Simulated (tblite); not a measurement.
Compound: C8H14OSi.
Atom-mapped SMILES: `[O:1]=[C:2](/[CH:3]=[CH:4]/[CH:5]1[CH2:6][CH2:7]1)[CH2:8][CH2:9][SiH3:10]` (hydrogens: H11 on C3; H12 on C4; H13 on C5; H14, H15 on C6; H16, H17 on C7; H18, H19 on C8; H20, H21 on C9; H22, H23, H24 on Si10)

Cartesian coordinates in Å at the GFN2-xTB level; atoms count from 1:
```xyz
24
C8H14OSi angstrom
O      1.1024    0.6611   -0.8928
C      0.9213   -0.2415   -0.0954
C     -0.4065   -0.5972    0.4024
C     -1.4969    0.0737    0.0098
C     -2.8546   -0.1860    0.4606
C     -4.0003    0.0425   -0.5006
C     -3.7976    0.9854    0.6301
C      2.0802   -1.0234    0.4614
C      3.3255   -0.8252   -0.3874
Si     3.5817    0.9977   -0.9109
H     -0.4726   -1.4135    1.1075
H     -1.3646    0.8824   -0.6988
H     -2.9560   -1.0050    1.1619
H     -3.7561    0.3750   -1.4976
H     -4.8267   -0.6500   -0.4594
H     -4.4809    0.9547    1.4643
H     -3.4105    1.9700    0.4176
H      1.8045   -2.0777    0.5570
H      2.2515   -0.6392    1.4731
H      3.2422   -1.4413   -1.2835
H      4.1924   -1.1888    0.1626
H      3.0882    1.9305    0.1015
H      3.1685    1.2729   -2.2797
H      5.0531    1.1627   -0.8935
```

Computed with GFN2-xTB (tblite): harmonic, unscaled wavenumbers at the GFN2-xTB geometry, gas phase. This tight-binding method is rough: wavenumbers can miss measured ones by several per cent, in bad cases by 10 to 20. Modes of hydrogen on silicon can be 10 to 20 % off. One conformer, not necessarily the lowest.

Harmonic wavenumbers (cm⁻¹): 33.3, 47.8, 70.3, 113.1, 123.4, 157.5, 181.3, 254.8, 304.9, 337.3, 356.6, 379.3, 475.3, 539.6, 553.7, 593.6, 671.5, 694.0, 737.8, 777.7, 794.5, 798.5, 856.5, 871.8, 888.5, 897.1, 916.4, 929.9, 947.6, 998.7, 1008.1, 1060.7, 1066.7, 1081.1, 1094.1, 1097.4, 1113.3, 1152.6, 1188.6, 1207.5, 1222.4, 1252.2, 1278.2, 1295.9, 1324.9, 1382.7, 1431.9, 1441.7, 1481.0, 1493.8, 1625.1, 1702.0, 2117.7, 2255.2, 2316.0, 2926.5, 2949.4, 2985.2, 3004.5, 3049.8, 3059.9, 3078.4, 3095.5, 3097.7, 3101.0, 3119.5.

A = 3519, B = 400.7, C = 375.6 MHz; mass 154.081 u (most abundant isotopes); point group C1, symmetry number 1.

**Question.** What is the zero-point energy?

**Answer.** Half the sum of the wavenumbers: 42230 cm⁻¹ = 505.18 kJ/mol.

**Question.** Entropy at 273.15 K, 1 bar (ideal gas, RRHO, classical rotation)?

**Answer.** Translation 169.86, rotation 127.71, vibration 145.89: S = 443.5 J/(mol K).

**Question.** And Cp and H(273.15 K) − H(0)?

**Answer.** Cp = 180.90 J/(mol K), of which vibrations give 147.64 (their classical limit is 66 R = 548.8); H(273.15 K) − H(0) = 29.40 kJ/mol without the zero-point energy, 20.32 from vibrations.

**Question.** What must be added to the electronic energy to get the Gibbs energy at 273.15 K and 1 bar?

**Answer.** ZPE + [H(273.15 K) − H(0)] − T·S = 505.18 + 29.40 − 121.13 = 413.45 kJ/mol.

**Question.** Blend soft modes into free rotors: weight 1/[1 + (100 cm⁻¹/ν̃)⁴] for the oscillator and the rest for a rotor with moment μB/(μ + B), μ = h/(8π²ν), B = 10⁻⁴⁴ kg m². What vibrational entropy results?

**Answer.** 130.57 J/(mol K) in place of 145.89, which changes −T·S at 273.15 K by +4.19 kJ/mol.

**Question.** How do the functions run with temperature in this model?

**Answer.** 
```json
{"T (K)": "100", "S (J/(mol K))": "316.6", "Cp (J/(mol K))": "90.6", "H − H(0) (kJ/mol)": "6.27", "G − H(0) (kJ/mol)": "-25.39", "ln q(vib)": "2.77"}
{"T (K)": "200", "S (J/(mol K))": "394.0", "Cp (J/(mol K))": "139.3", "H − H(0) (kJ/mol)": "17.71", "G − H(0) (kJ/mol)": "-61.09", "ln q(vib)": "6.19"}
{"T (K)": "300", "S (J/(mol K))": "461.2", "Cp (J/(mol K))": "196.7", "H − H(0) (kJ/mol)": "34.47", "G − H(0) (kJ/mol)": "-103.88", "ln q(vib)": "9.48"}
{"T (K)": "500", "S (J/(mol K))": "587.3", "Cp (J/(mol K))": "300.5", "H − H(0) (kJ/mol)": "84.74", "G − H(0) (kJ/mol)": "-208.90", "ln q(vib)": "16.04"}
{"T (K)": "800", "S (J/(mol K))": "751.9", "Cp (J/(mol K))": "398.3", "H − H(0) (kJ/mol)": "190.95", "G − H(0) (kJ/mol)": "-410.56", "ln q(vib)": "25.64"}
{"T (K)": "1000", "S (J/(mol K))": "845.5", "Cp (J/(mol K))": "439.8", "H − H(0) (kJ/mol)": "274.98", "G − H(0) (kJ/mol)": "-570.49", "ln q(vib)": "31.63"}
```

q(vib) and H(0) count from the zero-point level.

**Question.** Which modes carry the vibrational entropy at 273.15 K?

**Answer.** 33.3 cm⁻¹: 22.80; 47.8 cm⁻¹: 19.80; 70.3 cm⁻¹: 16.62; 113.1 cm⁻¹: 12.74; 123.4 cm⁻¹: 12.04; 157.5 cm⁻¹: 10.10 J/(mol K); the other 60 give 51.78 together.

Hindered rotation and anharmonicity are outside this model. Other conformers, if any are populated, would add a mixing term that is left out. The structure is chiral; the term R ln 2 for an equal mix with its mirror image is left out.

Time: 1.0 s of wall time. Hardware: an Arm Neoverse V2 with one thread, shared host. This covers the Hessian and the dipole derivatives.
